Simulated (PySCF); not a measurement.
# NbO₂: from structure and modes to constants

All numbers come from PySCF, UPBE0, basis Nb def2-TZVP with ECP28, O def2-TZVP (scalar-relativistic core potentials, no spin–orbit coupling, density fitting).

The doublet minimum has C2v symmetry. Masses (u): Nb 92.90638, O 15.99492.

```xyz
3
charge 0 multiplicity 2, angstrom
Nb    0.0000    0.0000   -0.2650
O     1.3481    0.0000    0.7705
O    -1.3481    0.0000    0.7705
```

Harmonic wavenumbers (cm⁻¹): 359.9 (a1, ×1), 982.0 (b2, ×1), 1036.3 (a1, ×1).

Find the principal moments of inertia and the rotational constants. What kind of rotor is it?

About the centre of mass I = 25.516, 58.135, 83.651 u Å². With B = 16.8576/I this gives 0.6607, 0.29, 0.2015 cm⁻¹. The molecule is an asymmetric top with κ = -0.61.

What is the harmonic zero-point energy?

Half the sum of all 3 wavenumbers, 2378/2 = 1189 cm⁻¹, which is 14.2 kJ/mol (1 cm⁻¹ = 0.0119627 kJ/mol).

Only a few start shapes were tried, so a lower isomer may exist. Open d and f shells are described by one determinant, and the ground state may have another occupation or spin.
